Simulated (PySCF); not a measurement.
**Orbital picture of EuC**

PBE0 at R = 2.394 Å; Eu x2c-SVPall, C x2c-SVPall; spin-free X2C with a Gaussian nucleus (PySCF 2.14). State: octet, about 7.0 electrons in the 4f shell (Mulliken), a second solution, started from another occupation. Only the outer orbitals are listed, counted within each symmetry.

```json
{"spin": "α", "orbital": "8π", "occ.": "1", "ε (eV)": "-4.05", "on Eu (%)": "31", "main shells (%)": "69 C p, 25 Eu d"}
{"spin": "α", "orbital": "8π", "occ.": "1", "ε (eV)": "-2.99", "on Eu (%)": "48", "main shells (%)": "52 C p, 44 Eu d"}
{"spin": "α", "orbital": "15σ", "occ.": "0", "ε (eV)": "-2.25", "on Eu (%)": "95", "main shells (%)": "82 Eu s, 12 Eu p"}
{"spin": "α", "orbital": "16σ", "occ.": "0", "ε (eV)": "-0.60", "on Eu (%)": "67", "main shells (%)": "53 Eu d, 31 C p"}
{"spin": "α", "orbital": "4δ", "occ.": "0", "ε (eV)": "-0.16", "on Eu (%)": "100", "main shells (%)": "100 Eu d"}
{"spin": "β", "orbital": "7π", "occ.": "1", "ε (eV)": "-3.25", "on Eu (%)": "28", "main shells (%)": "72 C p, 24 Eu d"}
{"spin": "β", "orbital": "15σ", "occ.": "0", "ε (eV)": "-1.84", "on Eu (%)": "86", "main shells (%)": "62 Eu s, 14 Eu p, 14 C p"}
{"spin": "β", "orbital": "7π", "occ.": "0", "ε (eV)": "-0.65", "on Eu (%)": "58", "main shells (%)": "57 Eu d, 42 C p"}
{"spin": "β", "orbital": "16σ", "occ.": "0", "ε (eV)": "0.10", "on Eu (%)": "97", "main shells (%)": "60 Eu d, 34 Eu p"}
```

Problem. Which are the highest filled and the lowest empty level, where do they sit, and how wide is the gap?

Solution. Highest filled α 8π at -2.99 eV (in %: 52 C p, 44 Eu d); lowest empty α 15σ at -2.25 eV (in %: 82 Eu s, 12 Eu p); the gap at PBE0 is 0.74 eV.

```json
{"bond order (Mayer)": "2.07", "⟨S²⟩": "16.796", "charge on Eu (Mulliken, basis-dependent)": "0.44", "charge on Eu (Löwdin, basis-dependent)": "0.27", "dipole moment (positive dipole means Eu(−)C(+))": "-8.45 D"}
```

Spin–orbit coupling is left out.
